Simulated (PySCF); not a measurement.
# Electron correlation in As²¹⁺ (arsenic, charge +21)

[Ne] 3s2, closed-shell 1S. All numbers are calculated (PySCF 2.14, the spin-free X2C one-electron Hamiltonian (Gaussian nucleus), in an even-tempered Gaussian basis (18 s from 2.2 bohr⁻², ratio 2.5; 11 p from 2.9 bohr⁻², ratio 2.5; 5 d from 11 bohr⁻², ratio 2.7; 4 f from 17 bohr⁻², ratio 2.7)). Frozen: 1s2; 10 electrons correlated; the 19 highest virtual orbitals of each spin left out.

```
  level  correlation energy (mhartree)
   CCSD                        -444.35
    (T)                          -1.75
CCSD(T)                        -446.10
```

Diagnostics: T1 = 0.00063, D1 = 0.0020, largest double amplitude 0.081.

Task: Is a single reference adequate?

Result: Mostly. T1 lies below 0.03, but a double amplitude of this size points to a near-degeneracy that CCSD handles and MP2 describes poorly.

At this charge the one-electron X2C treatment keeps the bare 1/r₁₂, with no two-electron picture change or Breit term. The effect here is smaller than on the frozen 1s shell; and a scalar Hamiltonian misses the large spin-orbit splitting of the p shells, which matters for ns² → np² pairs.
